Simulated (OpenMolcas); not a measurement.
Computed levels of Sn I

| Item | Value |
| --- | --- |
| Program | OpenMolcas 26.06 |
| Method | SS-RASPT2, IPEA 0.25 Eh, imaginary shift 0.1 Eh (closed shells correlated: 4d) |
| Basis | ANO-RCC-VQZP [8s7p5d3f2g] |
| Scalar Hamiltonian | DKH2, point nucleus |
| Active space | 4 electrons in 9 orbitals (RAS2 5s 5p; RAS3 5d, at most 2 electrons) |
| State averaging | 2S+1 = 3 even, 3 roots; 2S+1 = 1 even, 6 roots; 2S+1 = 5 odd, 1 root; 2S+1 = 3 odd, 8 roots; 2S+1 = 1 odd, 5 roots |
| Spin-orbit coupling | RASSI with atomic mean-field integrals over the reference wave functions, term energies averaged over their components |

With spin-orbit coupling, above the lowest level:

```tsv
Configuration	Term	J	E (cm-1)	Measured (cm-1)	g	Term weight %
5s2 5p2	3P	0	0.0	0.0		97
5s2 5p2	3P	1	1490	1692	1.501	100
5s2 5p2	3P	2	3090	3428	1.462	92
5s2 5p2	1D	2	8310	8613	1.039	92
5s2 5p2	1S	0	17070	17162		97
5s 5p3	5S*	2	38610	39626	1.998	99
5s 5p3	3D*	1	50160		0.520	98
5s 5p3	3D*	2	50170		1.181	95
5s 5p3	3D*	3	50740		1.334	100
```

Against the 5 measured excited levels shown (NIST Handbook of Basic Atomic Spectroscopic Data) the mean absolute deviation is 390 cm-1; the largest miss in energy is 5s 5p3 5S* 2: computed 38610, measured 39626 cm-1 (-2.6 %), and the largest in proportion 5s2 5p2 3P1 (-12.0 %).

Spin-orbit coupling puts the lowest level 2496 cm-1 below the lowest spin-free term.

For 3P the intervals divided by the larger J are 1489.6, 801.6 cm-1. Landé's interval rule makes them equal in pure LS coupling; they differ by 60 % of their mean. The multiplet is regular.

CASPT2 breaks the degeneracy within a term, and the mean is taken; among the terms shown or strongly mixed into the levels shown the widest spread is 22 cm-1 (5s2 5p2 1D). The run also gave levels led by 5s2 5p 5d, which use shells meant for correlation; these and all levels above them are left out. Some terms mix strongly with configurations of 5d, whose occupation reaches 0.32 (5s 5p3 3D*). Measured partners are found by configuration, term and J. A level has none where our copy of the source lacks it or the pairing is in doubt (some pairs that miss far off the trend of their configuration count as doubtful), and it then counts in no deviation. Levels of configurations outside the active space are missing. The first state left out of the spin-orbit step lies near 76000 cm-1 above the lowest spin-free state of the reference (among the parities and spins computed), and the list stops at four fifths of that energy or lower.

The term weight is that of the spin-free term in the level, not the purity of its configuration. * marks odd parity.
